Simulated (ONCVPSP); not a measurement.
**Potentials for zinc (Zn) compared**

Generated with ld1.x 7.5 (TM, RRKJ, ultrasoft, PAW), atompaw 4.2 or ONCVPSP 4.0.1. The cutoff is in Ry: for ld1.x and atompaw files where the sum of valence levels is converged to 10 mRy in a Bessel basis, for ONCV files where the hardest occupied wave has 1 mHa per electron of residual kinetic energy. The error is the largest all-electron minus pseudo excitation energy over each file’s own four to seven test configurations (ionisations up to +4, promotions, holes and added fractions of an electron), all of which were solved. The labels leave out finer settings (local radius, basis sizes, second energies), which also bear on the numbers. Spin-polarised tests are not counted. The rows are a selection from randomly drawn settings: files with unsolved tests, undetermined cutoffs or missed reference levels are left out.

A true bound ghost makes a file unfit for plane-wave use even where its test errors are small: the radial tests pick states by their node count and pass the ghost by.

```tsv
potential	cutoff (Ry)	largest error (meV)	bound ghosts
ONCV, LDA (Perdew-Zunger), scalar-relativistic, rc 0.90/0.75/1.45 (spd), local smoothed, core correction yes, reference 3s2 3p6 3d10 4s0.5, qcut 16/10.6/11.1, projectors 2/2/2	163	-239	none
ONCV, PBE, scalar-relativistic, rc 1.00/0.75/1.40 (spd), local smoothed, core correction yes, reference 3s2 3p6 3d10 4s2, qcut 14.2/11.2/10.5, projectors 3/2/1	151	-378	none
ONCV, PBE, scalar-relativistic, rc 1.25/0.95/0.95 (spd), local d, core correction yes, reference 3s2 3p6 3d10 4s1, qcut 8/16.2/15.9, projectors 2/1/0	206	-57	none
ONCV, LDA (Perdew-Wang 92), scalar-relativistic, rc 1.10/1.10/0.70/1.15 (spdf), local smoothed, core correction no, reference 3s2 3p6 3d10, qcut 8.6/12.2/15.7/8.9, projectors 2/2/2/2	343	-7.9	none
```

Question: Fill in the row for Zn: ONCV, PBE, scalar-relativistic, rc 0.95/0.80/1.35 (spd), local smoothed, core correction no, reference 3s2 3p6 3d10 4s2, qcut 13.4/18.9/11.8, projectors 2/2/2.

Answer: cutoff 206 Ry, largest error -267 meV, bound ghosts: none.

Question: Fill in the row for Zn: ONCV, PBE, scalar-relativistic, rc 1.60/1.06/0.75/1.45 (spdf), local smoothed, core correction no, reference 3p6 3d10 4s2, qcut 3.7/17.1/11.7/7.8, projectors 2/3/1/2.

Answer: cutoff 438 Ry, largest error +61 meV, bound ghosts: s.
